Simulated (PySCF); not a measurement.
Compound: C2H8BOP.
SMILES with atom numbers: `[CH2:1]=[CH:2][O:3][BH2-:4][PH3+:5]` (hydrogens: H6, H7 on C1; H8 on C2; H9, H10 on B4; H11, H12, H13 on P5)
Bond orders are those of one Lewis drawing.

Method: PBE0-D3(BJ)/def2-SVP geometry optimisation, gas phase in PySCF 2.14.0; density fitting, grid level 1; the optimiser is geomeTRIC in internal coordinates, started from a GFN2-xTB structure with every atom displaced at random (about 0.01 Å).

Step 3: E = -14200.1605 eV
```
atom  x, y, z in Å  |  force x, y, z in eV/Å
C1      2.5971    0.6165    0.0119    0.480  -0.387   0.228
C2      1.5911   -0.2606    0.0939    0.136   0.363  -0.100
O3      0.3591    0.0840   -0.2821   -0.610  -0.449   0.038
B4     -0.7323   -0.8838   -0.1975    0.029   0.215  -0.154
P5     -2.1552    0.3486   -0.9224    0.207   0.084  -0.050
H6      2.4341    1.6269   -0.3631   -0.033   0.050  -0.023
H7      3.6018    0.3163    0.3239   -0.088   0.086  -0.045
H8      1.7289   -1.2889    0.4681   -0.013   0.133  -0.048
H9     -1.1252   -1.1702    0.9263   -0.011  -0.035   0.007
H10    -0.6929   -1.8236   -0.9890   -0.036   0.056   0.070
H11    -2.2626    1.5435   -0.1652   -0.080  -0.060  -0.102
H12    -3.5206    0.0017   -1.1082    0.148  -0.036   0.049
H13    -1.8172    0.8726   -2.1997   -0.130  -0.020   0.129
```

Step 4: E = -14200.1701 eV
```
atom  x, y, z in Å  |  force x, y, z in eV/Å
C1      2.7537    0.5311    0.0753   -0.429  -0.098  -0.101
C2      1.6151   -0.1753    0.0714    0.418  -0.751   0.347
O3      0.4057    0.2386   -0.3054    0.133   0.287  -0.029
B4     -0.6698   -0.7130   -0.2278   -0.740   0.007  -0.376
P5     -2.2367    0.3444   -0.9326    0.511   0.113  -0.089
H6      2.7301    1.5631   -0.2683    0.245   0.207  -0.006
H7      3.6839    0.0538    0.4065   -0.209   0.208  -0.088
H8      1.6343   -1.2243    0.4151    0.082   0.062  -0.013
H9     -1.1124   -1.0183    0.8772    0.180  -0.033   0.050
H10    -0.6746   -1.6548   -1.0352    0.128   0.144   0.198
H11    -2.5652    1.5366   -0.2293   -0.123  -0.160  -0.101
H12    -3.4633   -0.3569   -0.9931   -0.020   0.113  -0.013
H13    -2.0947    0.8579   -2.2570   -0.174  -0.101   0.221
```

Step 5: E = -14200.2163 eV
```
atom  x, y, z in Å  |  force x, y, z in eV/Å
C1      2.7176    0.5491    0.0606   -0.069  -0.106   0.004
C2      1.6194   -0.2159    0.0823    0.018   0.009   0.010
O3      0.4014    0.1938   -0.2933    0.159   0.024   0.036
B4     -0.6942   -0.7419   -0.2251   -0.250   0.049  -0.142
P5     -2.2194    0.3542   -0.9377    0.321  -0.020   0.035
H6      2.6909    1.5874   -0.2780   -0.015  -0.009   0.005
H7      3.6642    0.1166    0.3870    0.012   0.063  -0.012
H8      1.6781   -1.2597    0.4280    0.008   0.027  -0.013
H9     -1.1013   -1.0480    0.8924   -0.002  -0.019  -0.001
H10    -0.6729   -1.6846   -1.0176   -0.007   0.034   0.059
H11    -2.5303    1.5448   -0.2365   -0.073  -0.032  -0.013
H12    -3.4778   -0.2824   -1.0153   -0.029   0.015  -0.002
H13    -2.0697    0.8698   -2.2499   -0.073  -0.036   0.033
```

Step 6: E = -14200.2241 eV
```
atom  x, y, z in Å  |  force x, y, z in eV/Å
C1      2.7255    0.5367    0.0660   -0.033  -0.028   0.000
C2      1.6331   -0.2342    0.0891   -0.015   0.075  -0.030
O3      0.4203    0.1933   -0.2853    0.044  -0.070   0.037
B4     -0.6948   -0.7221   -0.2291   -0.085   0.062  -0.049
P5     -2.2121    0.3632   -0.9410    0.158  -0.026   0.049
H6      2.6657    1.5744   -0.2697    0.039   0.011   0.006
H7      3.6849    0.1288    0.3835    0.012   0.018  -0.002
H8      1.6906   -1.2796    0.4260   -0.023  -0.009  -0.003
H9     -1.1087   -1.0303    0.8859   -0.020  -0.007  -0.004
H10    -0.6813   -1.6651   -1.0173   -0.011  -0.010   0.007
H11    -2.5610    1.5478   -0.2498   -0.035   0.003   0.012
H12    -3.4581   -0.3001   -1.0044   -0.004  -0.008   0.004
H13    -2.0981    0.8704   -2.2571   -0.026  -0.009  -0.026
```

Q: Estimate the geometry and energy of step 7. (The exact step hangs on the optimiser's Hessian estimate; all steps are aligned on step 6, rigid shifts and turns removed.)

A: E = -14200.2270 eV, largest force 0.098 eV/Å
```
atom  x, y, z in Å  |  force x, y, z in eV/Å
C1      2.7463    0.5223    0.0759    0.039  -0.008   0.017
C2      1.6436   -0.2338    0.0872   -0.030   0.086  -0.038
O3      0.4377    0.2135   -0.2830   -0.010  -0.048   0.017
B4     -0.6905   -0.6835   -0.2363   -0.018   0.035   0.001
P5     -2.2144    0.3682   -0.9441    0.003   0.002   0.016
H6      2.7169    1.5674   -0.2417   -0.027  -0.015  -0.001
H7      3.6978    0.0954    0.3907    0.029  -0.014   0.009
H8      1.6845   -1.2843    0.4095    0.003  -0.012   0.003
H9     -1.1193   -0.9943    0.8737    0.000   0.003   0.002
H10    -0.6897   -1.6292   -1.0213    0.011  -0.024  -0.012
H11    -2.6247    1.5421   -0.2673   -0.001   0.006   0.021
H12    -3.4247   -0.3599   -0.9768   -0.004  -0.008   0.001
H13    -2.1573    0.8591   -2.2699    0.006  -0.002  -0.035
```

The energy changes by -0.0030 eV. The first-order estimate −F·Δx gives -0.0068 eV and the mean of the old and new forces, exact on a quadratic surface, -0.0034 eV. The step makes an angle of 80° with the force vector and moves no atom by more than 0.074 Å.

What follows is the cost of the whole optimisation. Time: 43 s; peak memory 0.46 GiB. Hardware: one thread of an Arm Neoverse V1, on a shared host.
